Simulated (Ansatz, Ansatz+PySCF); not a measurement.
```xyz
3

C     0.0000    0.6240   -0.6863
Si    0.0000   -1.2480    0.0000
C     0.0000    0.6240    0.6863
```

Basis set: def2-SVP (spherical functions). Left uncorrelated: 7 orbitals. Charge 0, multiplicity 1.

Computed with Ansatz (development build ahead of 0.2.0); each method stands on the lowest determinant of its kind that the runs found. Restricted open shells among the atoms or ions are ROHF, correlated in semicanonical orbitals with singles.

The atomization energy at this shape (free ground-state atoms in the same class of orbitals less the molecule, no zero-point energy) of singlet SiC2:

```
     method  atomization energy
RHF-CCSD(T)            11.64 eV
    RHF-MP2            12.18 eV
    UHF-MP2            11.66 eV
        RHF             7.64 eV
        UHF             7.44 eV
```

Question: What does UHF-CCSD(T) give?

Answer: 11.59 eV. Caution: the shape is not the minimum. Caution for UHF-CCSD(T), UHF-MP2: a plain start can end on a higher determinant. Caution for UHF-CCSD(T), UHF-MP2, UHF: the unrestricted determinant is spin contaminated.
